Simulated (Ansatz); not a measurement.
H4AlNSi, SMILES `N[Si][AlH2]` (lower singlet) (charge 0, multiplicity 1). This singlet lies 0.79 eV below the relaxed triplet at the level frozen-core CCSD(T)/cc-pVTZ // PBE0-D3(BJ)/def2-TZVP (Ansatz, a quantum-chemistry and plane-wave program).

The numbers are results of Ansatz with frozen-core fic-MRCISD+Q@CASSCF(6e,6o)/cc-pVTZ // PBE0-D3(BJ)/def2-TZVP, not measurements.

Ansatz 0.2 input:
```yaml
crystal:
  periodic: [false, false, false]
  atoms:
    - { symbol: N, position_ang: [-1.494254, -0.258275, -0.106776] }
    - { symbol: Si, position_ang: [-0.411593, -1.582854, 0.039702] }
    - { symbol: Al, position_ang: [1.52096, 0.075017, 0.118931] }
    - { symbol: H, position_ang: [-2.492391, -0.398406, -0.180643] }
    - { symbol: H, position_ang: [-1.253048, 0.723809, -0.132576] }
    - { symbol: H, position_ang: [3.093342, -0.166863, 0.25842] }
    - { symbol: H, position_ang: [1.036984, 1.60757, 0.002942] }
basis:
  gaussian: { orbitals: cc-pVTZ }
correlation:
  method: fic_mrcisd_q
  active_space: { window: { electrons: 6, orbitals: 6 } }
```

Output:

```
Functional definition: HF
910 factors; integrals over basis functions are off by at most 1.2e-3 eV
mean field evaluation 1: about -15987.5793 eV, gradient 3.2e1 eV
mean field evaluation 2: about -15987.7175 eV, gradient 3.3e1 eV
mean field evaluation 4: about -15990.3097 eV, gradient 3.1e0 eV
mean field evaluation 8: about -15990.3664 eV, gradient 1.3e-1 eV
mean field -15990.36665155 eV, -587.6351357848 hartree, gradient 8.3e-6 eV, S^2 0.000000; 0 other end points of the search recorded, 0 dependent functions left out; unrestricted orbitals would lower it
reference -15990.36665155 eV, -587.6351357848 hartree; 19, 19 occupied and 135, 135 virtual orbitals, 910 factors
state -15992.48383940 eV, -587.7129410031 hartree
contracted CI cycle   1: correlation 0.00000000 eV, 0.0000000000 hartree, residual 3.00e1 eV
contracted CI cycle   2: correlation -8.55279336 eV, -0.3143093586 hartree, residual 5.18e0 eV
contracted CI cycle   3: correlation -8.82628562 eV, -0.3243600138 hartree, residual 1.53e0 eV
contracted CI cycle   4: correlation -8.85388630 eV, -0.3253743200 hartree, residual 6.08e-1 eV
contracted CI cycle   5: correlation -8.85826813 eV, -0.3255353496 hartree, residual 2.62e-1 eV
contracted CI cycle   6: correlation -8.85901193 eV, -0.3255626836 hartree, residual 1.19e-1 eV
contracted CI cycle   7: correlation -8.85916496 eV, -0.3255683073 hartree, residual 5.13e-2 eV
contracted CI cycle   8: correlation -8.85919556 eV, -0.3255694318 hartree, residual 2.33e-2 eV
contracted CI cycle   9: correlation -8.85920202 eV, -0.3255696693 hartree, residual 1.14e-2 eV
contracted CI cycle  10: correlation -8.85920360 eV, -0.3255697273 hartree, residual 5.46e-3 eV
contracted CI cycle  11: correlation -8.85920394 eV, -0.3255697399 hartree, residual 2.53e-3 eV
contracted CI cycle  12: correlation -8.85920401 eV, -0.3255697424 hartree, residual 1.12e-3 eV
state -15992.48383940 eV, -587.7129410031 hartree; corrected -16002.55765486 eV, -588.0831468929 hartree
state -15991.56160308 eV, -587.6790494433 hartree
contracted CI cycle   1: correlation 0.00000000 eV, 0.0000000000 hartree, residual 3.26e1 eV
contracted CI cycle   2: correlation -9.34961455 eV, -0.3435919973 hartree, residual 4.87e0 eV
contracted CI cycle   3: correlation -9.62894488 eV, -0.3538571977 hartree, residual 1.14e0 eV
contracted CI cycle   4: correlation -9.64528772 eV, -0.3544577858 hartree, residual 2.97e-1 eV
contracted CI cycle   5: correlation -9.64640775 eV, -0.3544989463 hartree, residual 8.31e-2 eV
contracted CI cycle   6: correlation -9.64649625 eV, -0.3545021987 hartree, residual 2.38e-2 eV
contracted CI cycle   7: correlation -9.64650325 eV, -0.3545024558 hartree, residual 6.59e-3 eV
contracted CI cycle   8: correlation -9.64650380 eV, -0.3545024762 hartree, residual 1.84e-3 eV
contracted CI cycle   9: correlation -9.64650385 eV, -0.3545024778 hartree, residual 5.10e-4 eV
state -15991.56160308 eV, -587.6790494433 hartree; corrected -16002.45190277 eV, -588.0792605752 hartree
state -15992.48383940 eV, -587.7129410031 hartree; corrected -16002.55765486 eV, -588.0831468929 hartree
Total energy: -16002.55765486 eV, -588.0831468929 hartree
```
